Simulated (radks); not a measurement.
Effect of the nuclear size on the manganese ion Mn2+, [Ar] 3d5. Method: Dirac Kohn-Sham, LDA (Slater exchange, Perdew-Wang correlation), spin-unpolarised, spherical densities, finite nucleus; open shells fill j = l - 1/2 first; Fermi nuclear charge, rms radius 3.7057 fm; computed with a radial shooting solver on a logarithmic mesh with Libxc functionals. The rms radius is varied about that value; shifts are against it.

rms radius (fm)  total energy shift (eV)  density at nucleus (e/bohr^3)  1s1/2 shift (meV)  2s1/2 shift (meV)  3s1/2 shift (meV)
3.2684                           -0.0202                      1.315e+04              -8.57             -0.763             -0.111
3.3796                           -0.0153                      1.313e+04              -6.49             -0.577             -0.084
3.7057                                 0                      1.308e+04              0.000              0.000              0.000
3.8428                           0.00683                      1.306e+04               2.90              0.258              0.038
4.4876                            0.0421                      1.299e+04               17.9               1.59              0.232

Slopes of the eigenvalues against <r^2> in GHz/fm^2, as finite differences over the two radii next to the reference (eigenvalue slopes, not the field-shift constants of lines): 1s1/2 679, 2s1/2 60.4, 3s1/2 8.80.
